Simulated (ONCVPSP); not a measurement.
# Building the ONCV potential for Gd (Z = 64) (PBEsol, scalar-relativistic).

The input file (ONCVPSP 4.0.1):

```
# ATOM AND REFERENCE CONFIGURATION
# atsym  z   nc   nv     iexc    psfile
  Gd 64.00    9    6  -116133      upf
#
#   n    l    f
    1    0    2.00
    2    0    2.00
    2    1    6.00
    3    0    2.00
    3    1    6.00
    3    2   10.00
    4    0    2.00
    4    1    6.00
    4    2   10.00
    4    3    7.00
    5    0    2.00
    5    1    6.00
    5    2    1.00
    6    0    1.00
    6    1    1.00
#
# PSEUDOPOTENTIAL AND OPTIMIZATION
# lmax
    3
#
#   l,   rc,      ep,       ncon, nbas, qcut
    0    2.25    0.00    4    9    5.30
    1    2.50    0.00    4    8    4.80
    2    2.75    0.00    5   10    6.10
    3    0.85    0.00    4    8   21.40
#
# LOCAL POTENTIAL
# lloc, lpopt,  rc(5),   dvloc0
    3    5    0.85    0.00
#
# VANDERBILT-KLEINMAN-BYLANDER PROJECTORs
# l, nproj, debl
    0    2    0.90
    1    2    0.90
    2    2    1.10
    3    0    3.50
#
# MODEL CORE CHARGE
# icmod, fcfact, rcfact
    0    0.00    0.00
#
# LOG DERIVATIVE ANALYSIS
# epsh1, epsh2, depsh
   -3.00    5.00    0.02
#
# OUTPUT GRID
# rlmax, drl
    6.00    0.01
#
# TEST CONFIGURATIONS
# ncnf
    4
# nvcnf
#   n    l    f
    6
    4    3    7.00
    5    0    2.00
    5    1    6.00
    5    2    1.00
    6    0    2.00
    6    1    0.00
#
    6
    4    3    7.00
    5    0    2.00
    5    1    6.00
    5    2    1.00
    6    0    1.00
    6    1    0.00
#
    6
    4    3    7.00
    5    0    2.00
    5    1    6.00
    5    2    1.00
    6    0    0.00
    6    1    0.00
#
    6
    4    3    7.00
    5    0    1.00
    5    1    6.00
    5    2    1.00
    6    0    2.00
    6    1    0.00
#
```

Command:

```bash
oncvpsp.x < Gd.dat > Gd.out
```

Resulting log (shortened: citation, most of the input echo, consistency checks and plot data are left out):

```
ONCVPSP  (Optimized Norm-Conservinng Vanderbilt PSeudopotential)
scalar-relativistic version 4.0.1

#   n    l    f        energy (Ha)
    1    0    2.00    -1.8406025E+03
    2    0    2.00    -3.0395970E+02
    2    1    6.00    -2.7052017E+02
    3    0    2.00    -6.7414573E+01
    3    1    6.00    -5.7057237E+01
    3    2   10.00    -4.3381245E+01
    4    0    2.00    -1.3608155E+01
    4    1    6.00    -1.0193705E+01
    4    2   10.00    -5.4718998E+00
    4    3    7.00    -3.6874298E-01
    5    0    2.00    -1.8771910E+00
    5    1    6.00    -1.0501284E+00
    5    2    1.00    -1.3131748E-01
    6    0    1.00    -1.7933988E-01
    6    1    1.00    -7.0421689E-02

Reference configufation results
  iterations    33
  all-electron total energy (Ha)   -1.12671692D+04

Begin loop to  construct optimized pseudo wave functions
and semi-local pseudopoentials for all angular momenta

Calculating optimized projector #   1

 for l=   0

    Fraction of norm inside rc  0.965652
    Optimizing pswf for qcut=   5.31 a_B^-1,  ecut=  14.07 Ha
    Residual kinetic energy error=  3.85D-06 Ha

    Energy error per electron        Cutoff
         Ha          eV             Ha
         0.01000     0.27211        6.30
         0.00100     0.02721        9.46
         0.00010     0.00272       11.50
         0.00001     0.00027       13.64

Calculating optimized projector #   2

 for l=   0

    Fraction of norm inside rc  0.078784
    Optimizing pswf for qcut=   5.31 a_B^-1,  ecut=  14.07 Ha
    Residual kinetic energy error=  5.44D-06 Ha

    Energy error per electron        Cutoff
         Ha          eV             Ha
         0.01000     0.27211        2.88
         0.00100     0.02721        8.84
         0.00010     0.00272       11.41
         0.00001     0.00027       13.79

Calculating optimized projector #   1

 for l=   1

    Fraction of norm inside rc  0.942355
    Optimizing pswf for qcut=   4.80 a_B^-1,  ecut=  11.51 Ha
    Residual kinetic energy error=  2.80D-07 Ha

    Energy error per electron        Cutoff
         Ha          eV             Ha
         0.01000     0.27211        5.55
         0.00100     0.02721        7.30
         0.00010     0.00272        8.73
         0.00001     0.00027       10.02

Calculating optimized projector #   2

 for l=   1

    Fraction of norm inside rc  0.038157
    Optimizing pswf for qcut=   4.80 a_B^-1,  ecut=  11.51 Ha
    Residual kinetic energy error=  1.06D-06 Ha

    Energy error per electron        Cutoff
         Ha          eV             Ha
         0.01000     0.27211        3.61
         0.00100     0.02721        5.53
         0.00010     0.00272        7.03
         0.00001     0.00027        8.52

   Wellstate for l =  2  n =  7
     eigenvalue =   0.9687
     asymptotic potential =   1.4687
     half-point radius =  6.0475

Calculating optimized projector #   1

 for l=   2

    Fraction of norm inside rc  0.597689
    Optimizing pswf for qcut=   6.11 a_B^-1,  ecut=  18.64 Ha
    Residual kinetic energy error=  6.28D-09 Ha

    Energy error per electron        Cutoff
         Ha          eV             Ha
         0.01000     0.27211        6.19
         0.00100     0.02721        8.68
         0.00010     0.00272       10.89
         0.00001     0.00027       12.91

Calculating optimized projector #   2

 for l=   2

    Fraction of norm inside rc  0.140559
    Optimizing pswf for qcut=   6.11 a_B^-1,  ecut=  18.64 Ha
    Residual kinetic energy error=  1.06D-08 Ha

    Energy error per electron        Cutoff
         Ha          eV             Ha
         0.01000     0.27211        6.66
         0.00100     0.02721        9.13
         0.00010     0.00272       11.32
         0.00001     0.00027       13.32

Calculating optimized projector #   1

 for l=   3

    Fraction of norm inside rc  0.594643
    Optimizing pswf for qcut=  21.39 a_B^-1,  ecut= 228.86 Ha
    Residual kinetic energy error=  1.42D-06 Ha

    Energy error per electron        Cutoff
         Ha          eV             Ha
         0.01000     0.27211      154.98
         0.00100     0.02721      179.81
         0.00010     0.00272      199.12
         0.00001     0.00027      214.15

Construct Vanderbilt / Kleinmman-Bylander projectors

B matrix Hermiticity error, ll=   0
   1   2    1.4563E-04

  Orthonormal projector coefficients  3.4757E+01  1.1534E+00

B matrix Hermiticity error, ll=   1
   1   2    4.9271E-05

  Orthonormal projector coefficients  2.0604E+01  5.5054E-01

B matrix Hermiticity error, ll=   2
   1   2   -5.8135E-05

  Orthonormal projector coefficients  1.0823E+01  4.7415E-01

Pseudoatom total energy -111.850735

Diagnostic tests using Vanderbilt-Kleinman-Bylander pseudopotentials
  1 or more projectors used as specified by nproj input data

   l    rcore       rmatch      e in        delta e   norm test  slope test

   0   2.2581121   2.3266733  -1.8771910  -0.0001434   0.9998938   0.9998289
   0   2.2581121   2.3266733  -0.1793399   0.0000013   1.0000195   1.0000146

   1   2.5148330   2.5911888  -1.0501284   0.0000001   1.0000964   1.0000960
   1   2.5148330   2.5911888  -0.0704217   0.0000009   1.0000204   1.0000172

   2   2.7509257   2.8344498  -0.1313175   0.0000002   1.0000328   1.0000369
   2   2.7509257   2.8344498   0.9686825   0.0000089   1.0001357   1.0001357

   3   0.8516765   0.8775352  -0.3687430   0.0001321   1.0000291   0.9998733

 Testing for bound ghosts
   n   l    E NL Schr. Eq   E Basis Diag.   E Cutoff

       0                      -35.745217     68.89  WARNING - GHOST(-)
   1   0       -1.877334       -1.875836     68.89
       0                       -1.865079     68.89  WARNING - GHOST(-)
   2   0       -0.179339       -0.158513     68.89

       1                      -20.984291     48.16  WARNING - GHOST(-)
   2   1       -1.050128       -1.049377     48.16
   3   1       -0.070421       -0.033528     48.16

       2                       -7.627170     73.20  WARNING - GHOST(-)
   3   2       -0.131317       -0.129978     73.20

 Testing for highly-localized positive-energy ghosts
       l    <radius>/rc     E Basis Diag.   E Cutoff

Test configuration 0

psatom: WARNING lschvkbb convergence error n,l,iter=   4   3   8
ea(ii),et,emin,emax -3.719087E-01 -3.347178E-01 -3.347178E-01 -3.347178E-01
run_config: WARNING for fully non-local PS atom, stg. 2
 WARNING no output for configuration 1

Test configuration 1

psatom: WARNING lschvkbb convergence error n,l,iter=   4   3   6
ea(ii),et,emin,emax -3.444732E-01 -3.789205E-01 -3.789205E-01 -3.789205E-01
run_config: WARNING for fully non-local PS atom, stg. 1
 WARNING no output for configuration 2

Test configuration 2

psatom: WARNING lschvkbb convergence error n,l,iter=   1   0   5
ea(ii),et,emin,emax -1.882028E+00 -1.897149E+00 -1.897149E+00 -1.897149E+00
run_config: WARNING for fully non-local PS atom, stg. 1
 WARNING no output for configuration 3

Test configuration 3

psatom: WARNING lschvkbb convergence error n,l,iter=   1   0   5
ea(ii),et,emin,emax -1.887860E+00 -1.937396E+00 -1.937396E+00 -1.937396E+00
run_config: WARNING for fully non-local PS atom, stg. 1
 WARNING no output for configuration 4

Test configuration 4

psatom: WARNING lschvkbb convergence error n,l,iter=   4   3   5
ea(ii),et,emin,emax -3.478350E-01 -3.826184E-01 -3.826184E-01 -3.826184E-01
run_config: WARNING for fully non-local PS atom, stg. 1
 WARNING no output for configuration 5
```

Note: ghosts flagged at negative energy: s at -972.7 eV, s at -50.8 eV, p at -571.0 eV, d at -207.5 eV; no localised positive-energy state flagged. A true bound ghost makes a file unfit for plane-wave use.

The run took about 5.3 s on one core of a shared server CPU.
